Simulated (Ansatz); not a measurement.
C4H2F8 (`FC(F)C(F)(C(F)F)C(F)(F)F`). Total charge 0; spin multiplicity 1.

Z-matrix (Å, degrees):
```
C
F 1 1.353
C 1 1.540 2 108.5
F 1 1.340 2 107.6 3 119.3
H 1 1.093 2 108.8 3 -121.9
F 3 1.363 1 109.0 2 70.4
C 3 1.540 1 108.7 2 -45.8
C 3 1.544 1 111.0 2 -171.4
F 7 1.342 3 111.3 1 -171.6
F 7 1.350 3 109.9 1 -51.5
H 7 1.093 3 109.0 1 68.3
F 8 1.335 3 109.8 1 66.1
F 8 1.330 3 110.8 1 -53.2
F 8 1.323 3 111.4 1 -173.2
```

(1) What are the harmonic wavenumbers in cm⁻¹ at PBE0-D4/def2-TZVP (Ansatz, finite differences of forces, unscaled)? (Best estimate.)

(2) Is this a minimum?

(3) Give the ideal-gas thermochemistry at 298.15 K and 1 bar (rigid rotor, harmonic oscillator; point group C1, symmetry number 1).

(4) And at 400, 500, 600, 800 and 1000 K?

(5) Rotational constants (cm⁻¹)?

## Answers

(1) The calculation gave: 32, 67, 95, 159, 174, 194, 261, 264, 299, 332, 340, 383, 476, 532, 563, 590, 597, 682, 779, 826, 1040, 1105, 1134, 1160, 1182, 1201, 1236, 1243, 1271, 1312, 1382, 1387, 1413, 1433, 3112, 3116.

(2) Yes, all 36 modes are real.

(3) Zero-point energy 187.6 kJ/mol; H(298) − E = 218.8 kJ/mol; entropy 439.9 J/(mol·K), of which translation 175.1, rotation 127.3, vibration 137.5; G(298) − E = 87.7 kJ/mol. Modes under 100 cm⁻¹ are hindered rotations or soft bends, so the harmonic entropy is rough.

(4) 
```csv
T (K),H − E (kJ/mol),S (J/mol/K),G − E (kJ/mol)
400,237.5,493.4,40.1
500,258.7,540.6,-11.6
600,282.1,583.3,-67.9
800,333.8,657.4,-192.1
1000,389.7,719.7,-330.0
```

(5) 0.03616, 0.03269, 0.02378.
